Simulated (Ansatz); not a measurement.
Reactions of `CC[Se]BF`.

Program: Ansatz. Geometries: PBE0-D4/def2-TZVP. ΔE: electronic, gas phase. CBS: MP2 limit from def2 TZ/QZ plus the TZ coupled-cluster correction, frozen cores. This one scheme is used for every species, atoms too. DFT in def2-TZVPP. No spin–orbit coupling; open shells (•) take unrestricted orbitals. Spin–orbit coupling would lower the free atoms: a little for B, C, F; clearly for Se. Bonds to Se are less sure, by a few kJ/mol each and by 10 to 20 or more in all where they break to atoms, as the def2 sets lack core-valence functions. Scalar relativity is left out up to krypton. Each species was taken in one conformer, which may not be the lowest.

```json
{"reaction": "`CC[Se]BF` + H₂ → `B[Se]CC` + H–F", "HF/CBS(def2) (kJ/mol)": "104", "ωB97X-V (kJ/mol)": "108", "CCSD/CBS(def2) (kJ/mol)": "98", "CCSD(T)/CBS(def2) (kJ/mol)": "100"}
{"reaction": "`CC[Se]BF` + `C=C(N)[SiH3]` → `C=C(N)BF` + `CC[Se][SiH3]`", "HF/CBS(def2) (kJ/mol)": "-28", "ωB97X-V (kJ/mol)": "-17", "CCSD/CBS(def2) (kJ/mol)": "-19", "CCSD(T)/CBS(def2) (kJ/mol)": "-17"}
{"reaction": "`CC[Se]BF` → B• + 2 C• + F• + 6 H• + Se•", "HF/CBS(def2) (kJ/mol)": "3157", "ωB97X-V (kJ/mol)": "4197", "CCSD/CBS(def2) (kJ/mol)": "4135", "CCSD(T)/CBS(def2) (kJ/mol)": "4194"}
{"reaction": "`CC[Se]BF` + `[SiH3]B[SiH3]` → `CC[Se][SiH3]` + `FBB[SiH3]`", "HF/CBS(def2) (kJ/mol)": "6", "ωB97X-V (kJ/mol)": "18", "CCSD/CBS(def2) (kJ/mol)": "18", "CCSD(T)/CBS(def2) (kJ/mol)": "21"}
```

Largest T1 diagnostic: 0.014, for `FBB[SiH3]`.
